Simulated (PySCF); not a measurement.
## Simulated characterisation data

- GFN2-xTB geometry
- NMR shieldings at PBE0/pcSseg-1/GIAO
- program: PySCF 2.14
- equivalent nuclei averaged, one conformer, non-relativistic, gas phase

Shifts are taken against calculated references (same method and geometry level): 1H (σ = 31.72 ppm), 13C (σ = 186.93 ppm) vs TMS. Splittings of carbon signals by F and P are missing where no couplings were computed. Where no couplings were computed, multiplicities follow the n + 1 count of equivalent neighbours, and m marks all less simple cases (inequivalent or close neighbours, rings, F or P nearby). Shifts are as computed. Against solution values, carbons near 30 ppm lie about +3 ppm off and those near 130 ppm about +5 ppm. Of 1211 compounds with measured shifts, 218 miss one by over three times the rms of a fit or turn the order of signals round; such compounds aren't used in these exercises.

**1.** SMILES C#C/C(F)=C\C=C/C=C, C₈H₇F. 1H NMR (500 MHz, computed): δ 7.11 (m, 1H), 7.06 (m, 1H), 6.52 (m, 1H), 6.37 (m, 1H), 5.65 (m, 1H), 5.61 (m, 1H), 3.49 (s, 1H). 13C{1H} NMR (computed): δ 154.5 (C), 141.1 (CH), 139.4 (CH), 130.7 (CH), 127.8 (CH2), 124.6 (CH), 100.2 (CH), 78.7 (C).

**2.** `C1C(=C(C#C)F)CC=C1`, C₈H₇F. 1H NMR (500 MHz, computed): δ 6.01 (m, 1H), 6.01 (m, 1H), 3.56 (m, 2H), 3.46 (m, 2H), 3.19 (s, 1H). 13C{1H} NMR (computed): δ 146.3, 142.3, 136.8, 136.7, 94.9, 80.1, 41.9, 41.0.
